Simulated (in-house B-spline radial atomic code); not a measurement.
TDHF excitations of the sulfur ion S⁶⁺

Method: TDHF. Computed with a B-spline radial code for spherical atoms: linear response of the closed shell [He] 2s2 2p6 with bare exchange (time-dependent Hartree-Fock); scalar-relativistic (spin-free one-electron X2C), finite nucleus, no spin-orbit coupling, no double excitations, S, P, D and F terms only. Only terms of natural parity with L up to 3 were computed.

Command:
```bash
python run_td.py task.json out
```
Settings (radii: box in bohr, nucleus in fm):
```
Z                        16
electrons                10
configuration            [He] 2s2 2p6
hamiltonian              x2c
method                   hf
box_radius               14.35
rms_radius               3.2611
intervals                71
```

Run time, properties included: 0.5 s on 1 thread of Arm Neoverse N1, on a shared host.

The lowest states, in the order of their Tamm-Dancoff energies; the method's threshold (minus the highest occupied level) is 282.95 eV. Labels give the largest channel, * marks a mixed state, and oscillator strengths are full-response dipole values. Energies in eV:

| state | full response | Tamm-Dancoff | oscillator strength |
| --- | --- | --- | --- |
| 2p → 3s 3P | 171.62 | 171.67 | - |
| 2p → 3s 1P | ? | ? | ? |
| 2p → 3p 3S | 182.52 | 182.64 | - |
| 2p → 3p 3D | 185.25 | 185.31 | - |
| 2p → 3p 1D | 186.51 | 186.52 | - |
| 2p → 3p 1S | 194.31 | 194.88 | - |
| 2p → 3d 3P | 203.01 | 203.02 | - |
| 2p → 3d 3F | 203.84 | 203.88 | - |
| 2p → 3d 1F | 204.81 | 204.82 | - |
| 2p → 3d 1P | ? | ? | ? |

(1) Where does 2p → 3s 1P lie?

(2) Where does 2p → 3d 1P lie?

(3) How large is the singlet-triplet splitting of 2p → 3s (P terms) in Tamm-Dancoff?

(4) What polarisabilities and dispersion coefficient does the method give?

## Answers

(1) At 173.28 eV in full response, 173.30 eV in Tamm-Dancoff, oscillator strength 0.248.

(2) At 207.75 eV in full response, 207.90 eV in Tamm-Dancoff, oscillator strength 1.63.

(3) 1.63 eV, from the unrounded values.

(4) Dipole 0.07206 bohr³, quadrupole 0.02961 bohr⁵, C6 0.03628 hartree·bohr⁶ for two such species.
